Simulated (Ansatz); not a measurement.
`FC(F)(F)CBr` at its PBE0-D4/def2-TZVP geometry, where that method's forces vanish. The species carries charge 0 and has multiplicity 1.

```xyz
8

F    -1.6501    0.4659    0.2760
C    -0.4374    0.5590   -0.2670
F    -0.5649    0.4256   -1.5861
F     0.0197    1.7982   -0.0274
C     0.5357   -0.4341    0.3215
Br   -0.0167   -2.2535    0.0392
H     0.6077   -0.2639    1.3929
H     1.5061   -0.2973   -0.1492
```

(1) What forces (eV/Å) does PBE-D4/def2-TZVPP give on these atoms in the Gaussian-basis code of Ansatz? (Estimate.)

Results:

(1) Computed: 
```
F1  -0.874 -0.095  0.414
C2   0.323 -0.377  0.196
F3  -0.073 -0.125 -0.961
F4   0.369  0.889  0.196
C5   0.099  0.051  0.057
Br6 -0.093 -0.398 -0.046
H7   0.035  0.031  0.226
H8   0.214  0.024 -0.082
```
